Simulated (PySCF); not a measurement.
ClZn, doublet, at a GFN2-xTB geometry (such geometries of metal compounds can be far from the true shape) (the spin is typed, not shown lowest).

The PySCF input:
```python
from pyscf import gto, scf

mol = gto.Mole()
mol.atom = '''
    Zn   -0.00000000   -0.00000000   -0.79897282
    Cl    0.00000000    0.00000000    1.40995204
'''
mol.basis = 'def2-tzvpd'
mol.spin = 1
mol.verbose = 3
mol.build()

mf = scf.UHF(mol)
mf = mf.density_fit(auxbasis='def2-universal-jkfit')
mf.kernel()
```

Task: What does this run give for the HOMO energy, nuclear repulsion energy, dipole moment?

Result: 
```json
{
 "HOMO energy": "-8.88 eV",
 "nuclear_repulsion_energy": "122.1773 Eh",
 "dipole_moment": "3.44 D"
}
```

These values belong to the state on which the SCF converged, which isn't shown to be the lowest.
